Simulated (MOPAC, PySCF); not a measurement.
C2H6OSi, SMILES `C=[SiH]OC` (C–Si–O–C torsion 0°), neutral singlet in the gas phase. 

Cartesian coordinates (Å):
```xyz
10

C     -1.7688    -0.4628     0.0852
Si    -0.7868     0.8827    -0.2071
O      0.8388     0.9137    -0.1969
C      1.6397    -0.2224     0.0677
H     -2.8464    -0.3500     0.0479
H     -1.4016    -1.4555     0.3127
H     -1.2560     2.2421    -0.5181
H      1.4464    -0.6139     1.0708
H      2.6843     0.0816    -0.0003
H      1.4504    -1.0154    -0.6618
```
Charge 0, multiplicity 1.

All levels are single points at this geometry (PBE0-D3(BJ)/def2-TZVP); Pople sets use spherical d functions. Orbital energies aren't observables, and empty levels follow the basis.

| level | HOMO (eV) | LUMO (eV) | gap (eV) | dipole (D) | vertical IE, Delta-SCF (eV) |
|---|---|---|---|---|---|
| PBE-D3(BJ)/def2-TZVP in PySCF | -5.11 | -1.12 | 3.99 | 1.25 | 8.22 |
| PBE0-D3(BJ)/def2-TZVP in PySCF | -6.14 | -0.28 | 5.87 | 1.26 | 8.17 |
| B3LYP/3-21G in PySCF | -5.65 | 0.04 | 5.68 | 1.12 | – |
| B3LYP/6-31G* in PySCF | -5.64 | -0.01 | 5.63 | 1.11 | 8.03 |
| B3LYP/LANL2DZ in PySCF | -6.01 | -0.46 | 5.55 | 1.04 | – |
| BP86/6-31G* in PySCF | -4.91 | -0.77 | 4.14 | 1.15 | – |
| M06-2X/6-31G* in PySCF | -6.96 | 0.95 | 7.91 | 1.08 | – |
| PBE/6-31G* in PySCF | -4.82 | -0.69 | 4.13 | 1.14 | 8.02 |
| HF/3-21G in PySCF | -8.25 | 3.43 | 11.68 | 1.03 | – |
| HF/6-31G* in PySCF | -8.17 | 3.46 | 11.62 | 1.15 | 6.74 |
| HF/STO-3G in PySCF | -5.36 | 7.98 | 13.34 | 0.66 | – |
| AM1 in MOPAC | -8.49 | 0.04 | 8.54 | 0.83 | – |
| PM3 in MOPAC | -7.98 | -0.03 | 7.95 | 0.50 | – |
